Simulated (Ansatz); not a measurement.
A run of Ansatz (development build ahead of 0.2.0) on singlet H₁₄ at this shape:

```xyz
14

H     2.2441    0.0043   -0.0031
H     2.0270    0.9775   -0.0039
H     1.4071    1.7577   -0.0008
H     0.5038    2.1966   -0.0011
H    -0.5006    2.1971   -0.0035
H    -1.4065    1.7555    0.0025
H    -2.0255    0.9758    0.0049
H    -2.2533    0.0017   -0.0017
H    -2.0305   -0.9738   -0.0021
H    -1.4062   -1.7648    0.0010
H    -0.4968   -2.1911   -0.0026
H     0.4954   -2.1932   -0.0040
H     1.4036   -1.7582   -0.0001
H     2.0268   -0.9781   -0.0009
```

Its results:

| Item | Value |
| --- | --- |
| Converged | yes |
| Total energy | -7.52801 hartree |
| Spin squared of the determinant | 0.000 |

(1) Which input gives this output? Name the method, the orbitals and the basis set, and write the input.

## Answers

(1) RHF in def2-SVP. An unrestricted run that stays on the closed shell gives the same numbers.

```yaml
crystal:
  periodic: [false, false, false]
  atoms:
    - { symbol: H, position_ang: [2.24412, 0.00432, -0.00314] }
    - { symbol: H, position_ang: [2.02698, 0.97749, -0.00388] }
    - { symbol: H, position_ang: [1.40715, 1.75772, -0.00079] }
    - { symbol: H, position_ang: [0.50378, 2.19657, -0.00115] }
    - { symbol: H, position_ang: [-0.5006, 2.19706, -0.00348] }
    - { symbol: H, position_ang: [-1.40652, 1.75549, 0.00252] }
    - { symbol: H, position_ang: [-2.0255, 0.97585, 0.00485] }
    - { symbol: H, position_ang: [-2.25327, 0.00167, -0.0017] }
    - { symbol: H, position_ang: [-2.03051, -0.97383, -0.00209] }
    - { symbol: H, position_ang: [-1.4062, -1.76484, 0.00098] }
    - { symbol: H, position_ang: [-0.49682, -2.19115, -0.00257] }
    - { symbol: H, position_ang: [0.49539, -2.19325, -0.00405] }
    - { symbol: H, position_ang: [1.40358, -1.7582, -0.00013] }
    - { symbol: H, position_ang: [2.02682, -0.97808, -0.0009] }
basis:
  gaussian: { orbitals: def2-SVP }
hamiltonian:
  xc: hf
```

Caution: stretched shape with no unrestricted run beside it, a lower state can exist.
